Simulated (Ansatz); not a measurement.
Stepwise reaction of `S[Si](Cl)(Cl)Cl` with methanol, as a gas-phase model of exchange steps in deposition or etching. ΔE in kJ/mol.

Calculated with Ansatz (gas phase, PBE0-D4/def2-TZVP geometries, no zero-point term in ΔE). CBS: MP2 limit from def2 TZ/QZ plus the TZ coupled-cluster correction, frozen cores. This one scheme is used for every species. Functionals use def2-TZVPP. B3LYP here is the variant with VWN-RPA as its local correlation; programs differ in this. One conformer a species, not always the lowest.

| step | reaction | PBE-D4 | B3LYP-D4 | ωB97M-V | CCSD(T)/CBS |
| --- | --- | --- | --- | --- | --- |
| 1 | `S[Si](Cl)(Cl)Cl` + CH₃OH → `CO[Si](S)(Cl)Cl` + HCl | -10.0 | -20.7 | -18.4 | -19.8 |
| 2 | `CO[Si](S)(Cl)Cl` + CH₃OH → `CO[Si](S)(Cl)OC` + HCl | -10.0 | -20.6 | -18.5 | -19.3 |

Question: By hand: ΔE of the 2 steps together at CCSD(T)/CBS.

Answer: (-19.8) + (-19.3) = -39.1 kJ/mol, or -19.6 kJ/mol a step.

In ΔE the steps differ by no more than 0.5 kJ/mol. All are downhill at CCSD(T)/CBS. PBE-D4 differs from CCSD(T)/CBS by 9.3 to 9.8 kJ/mol a step. Isolated molecules leave out the surface, adducts and barriers. Largest T1 diagnostic: 0.011.
